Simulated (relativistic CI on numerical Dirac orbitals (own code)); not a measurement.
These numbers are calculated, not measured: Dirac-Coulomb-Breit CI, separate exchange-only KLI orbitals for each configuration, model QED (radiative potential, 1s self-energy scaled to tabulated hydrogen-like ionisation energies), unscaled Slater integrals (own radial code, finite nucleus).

Configuration list (outside the closed core [Ne]): 3s²3p⁶3d⁵, 3s²3p⁵3d⁶, 3s²3p⁴3d⁷, 3s3p⁶3d⁶, 3p⁶3d⁷, 3s3p⁵3d⁷, 3s²3p⁶3d⁴4s, 3s²3p⁶3d⁴4p, 3s²3p⁴3d⁶4s, 3s²3p⁶3d⁴4d, 3s²3p⁴3d⁶4p, 3s²3p⁵3d⁵4s, 3s²3p⁶3d⁴4f, 3s3p⁵3d⁶4s, 3s²3p⁵3d⁵4p, 3s3p⁵3d⁶4p, 3s²3p⁶3d³4s², 3s3p⁶3d⁵4s, 3s²3p⁶3d³4s4p, 3p⁶3d⁶4p. Levels of other configurations are missing.

At this charge energies of transitions that change n are usually good to better than 1 %, and those within a shell (Δn = 0) to a few per cent.

Outline of the computed level scheme of Au LVII. Lowest level of each configuration: 3s²3p⁶3d⁵ ²D5/2 at 0.000 eV; 3s²3p⁵3d⁶ ⁴G°11/2 at 429.441 eV.

Some strong electric-dipole decays among the lowest 45 levels: 3s²3p⁵3d⁶ ²D°5/2 → 3s²3p⁶3d⁵ ²D5/2 (2.4e+12 s⁻¹); 3s²3p⁵3d⁶ ⁴D°7/2 → 3s²3p⁶3d⁵ ²D5/2 (7.6e+11 s⁻¹); 3s²3p⁵3d⁶ ⁴D°7/2 → 3s²3p⁶3d⁵ ²D5/2 (1.7e+11 s⁻¹); 3s²3p⁵3d⁶ ²P°1/2 → 3s²3p⁶3d⁵ ⁴D3/2 (1.6e+10 s⁻¹); 3s²3p⁵3d⁶ ⁴G°11/2 → 3s²3p⁶3d⁵ ²H11/2 (1.3e+10 s⁻¹); 3s²3p⁵3d⁶ ⁴D°7/2 → 3s²3p⁶3d⁵ ²G9/2 (1.2e+10 s⁻¹); 3s²3p⁵3d⁶ ⁴F°9/2 → 3s²3p⁶3d⁵ ⁴G7/2 (1.1e+10 s⁻¹); 3s²3p⁵3d⁶ ⁴G°11/2 → 3s²3p⁶3d⁵ ²G9/2 (1.0e+10 s⁻¹).

LS names give the leading component of a level, which can be under half, so a name can repeat, a term be missing and a line seem to break the LS rules.
